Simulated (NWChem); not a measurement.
Species: GeSiH$_{5}$ cation

```xyz
7

Si     0.0084     1.5861    -0.0327
Ge     0.0003    -0.8286    -0.0143
H     -1.0598     1.9665    -0.9887
H      1.3945     1.9592    -0.4068
H     -0.3292     1.8358     1.3980
H     -1.2424    -1.6915    -0.2866
H      1.2227    -1.6915     0.3383
```
Atoms are numbered in this order, from 1.

Program: NWChem. Pople sets run with spherical d functions. The geometry was optimised at PBE0/def2-SVP. GIAO values for the isolated, static molecule; σ is the absolute isotropic shielding, δ = σ(reference) − σ with the isolated reference molecule computed at the same levels (1H: tetramethylsilane, 29Si: tetramethylsilane).

For level PBE/pcSseg-1:

| Property | Value |
|---|---|
| δ Si1 (ppm) | -57.5 |
| σ Ge2 (ppm) | 5.4 |
| δ H3 (rotor mean) (ppm) | 5.22 |
| δ H6 (ppm) | 10.77 |
| δ H7 (ppm) | 10.77 |

Task: How do the values read with level Hartree-Fock/6-31G* instead?

Result: 
* **δ Si1 (ppm)**: -49.9
* **σ Ge2 (ppm)**: 814.8
* **δ H3 (rotor mean) (ppm)**: 4.92
* **δ H6 (ppm)**: 10.12
* **δ H7 (ppm)**: 10.12
